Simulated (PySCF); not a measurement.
F2GeH4Si, SMILES F[SiH](F)[GeH3]. Coordinates come from a PBE0-D3(BJ)/def2-SVP optimisation. This is a generated structure with no PubChem entry under its InChIKey; it may be hypothetical.

Method: PBE0-D3(BJ)/def2-SVP (PySCF).

Harmonic wavenumbers (cm⁻¹): 82, 131, 176, 298, 367, 467, 494, 777, 821, 828, 876, 878, 893, 960, 2161, 2168, 2174, 2273. Rotational constants (GHz): 6.170, 1.755, 1.482; symmetry number 1.

Question: Work out the zero-point energy and the ideal-gas rigid-rotor harmonic-oscillator thermochemistry at 298.15 K and 1 atm.

Answer: ZPE = ½ Σ hcν = ½ × 16824 cm⁻¹ = 100.63 kJ/mol. H − E(el) = 120.36 kJ/mol. Entropy in J/(mol K): translation 170.62, rotation 114.62, vibration 59.69, total 344.93. G − E(el) = 17.52 kJ/mol. Cp = 98.07 J/(mol K). Modes under 150 cm⁻¹ make the vibrational entropy uncertain.
